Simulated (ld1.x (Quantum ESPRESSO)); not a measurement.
Ranking ultrasoft potentials for Sn (Z = 50)

All share these settings but for the change named:

```
Element                 : Sn (Z = 50)
Generator               : ld1.x (Quantum ESPRESSO) 7.5
Type                    : ultrasoft
Functional              : LDA (PZ)
Relativity              : scalar-relativistic
Frozen core             : [Kr] 4d10
Valence charge          : 4
Reference configuration : 5s2 5p0 (charge +2)
Partial waves           : 5s (bound): rcut 1.65, rcutus 2.25 bohr; 5s channel at -1.3 Ry: rcut 1.65, rcutus 2.25 bohr; 5p (bound, empty): rcut 2.30, rcutus 2.60 bohr; 5p channel at -0.7 Ry: rcut 2.30, rcutus 2.60 bohr
Local potential         : all-electron potential smoothed inside 2.60 bohr (lloc = -1)
Core correction         : Bessel-smoothed model core inside 2.30 bohr
Augmentation charge     : built from norm-conserving waves at rcut, not smoothed further
```

Test errors are all-electron minus pseudo excitation energies from the reference, over 5s2 5p2; 5s2 5p1; 5s1 5p0; 5s1 5p3; 5s0 5p4; 5s1 5p2; 5s2 5p1.5. None of these files shows a bound ghost.

The base gives 106.6 meV.

Of 10 variants that were run, those that failed, showed a ghost or another fault, or gave nearly equal values are left out.

A variant can come out equal or close to the base, since the largest error may sit in a test that the change hardly touches while other tests move.

Q: Rank these variants by their largest absolute test error, smallest first.
A. core correction Bessel-smoothed model core inside 0.86 bohr
B. core correction Bessel-smoothed model core inside 2.64 bohr
C. core correction Bessel-smoothed model core inside 2.48 bohr
D. core correction none

A: B (79.8 meV), C (94.7 meV), A (120.8 meV), D (149.0 meV).
